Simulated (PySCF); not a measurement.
**Unknown compound**

Molecular formula: C5H14OSi. Simulated spectra:

¹H NMR (300 MHz, computed): δ 3.83 (q, 2H), 1.29 (t, 3H), 0.04 (s, 9H).

¹³C{¹H} NMR (computed): δ 61.3, 20.8, -0.2.

- PBE0/pcSseg-1 with gauge-including orbitals
- geometry from GFN2-xTB
- run in PySCF 2.14.0 with density-fitted response routines
- isolated molecule, one computed conformer, one averaged value for each set of equivalent atoms, non-relativistic Hamiltonian

δ = σ(ref) − σ, references computed at the same level: TMS for ¹H (31.72 ppm), ¹³C (186.93 ppm).

Deduce the structure.

Answers


Rings plus π bonds: 0. 3 carbon signals for 5 carbons: some carbons are equivalent by symmetry or fast rotation. Carbon types of the structure: 1 × CH2, 4 × CH3, which accounts for all hydrogens. δC 61.3: sp3 CH2 bonded to O; the inductive effect lowers its shielding. δC 20.8: methyl carbon; a saturated carbon with 1 carbon neighbour and no heteroatom attached. δC -0.2: methyl carbon bonded to Si; an electropositive neighbour leaves it electron-rich and shielded. δH 3.83: hydrogen on an sp3 CH2 bonded to O; its carbon carries O, hence the downfield position. δH 1.29: hydrogen on a methyl carbon. δH 0.04: hydrogen on a methyl carbon bonded to Si; an electropositive neighbour shields it, as in TMS itself.

The compound is SMILES CCO[Si](C)(C)C.

This is the structure that produced the data.

Shifts are as computed. Against solution values, carbons near 30 ppm lie about +3 ppm off and those near 130 ppm about +5 ppm. Of 1211 compounds with measured shifts, 218 miss one by over three times the rms of a fit or turn the order of signals round; such compounds aren't used in these exercises. Multiplicities follow the n + 1 count of equivalent neighbours, as no J values were calculated; m marks all less simple cases, F and P coupling included.
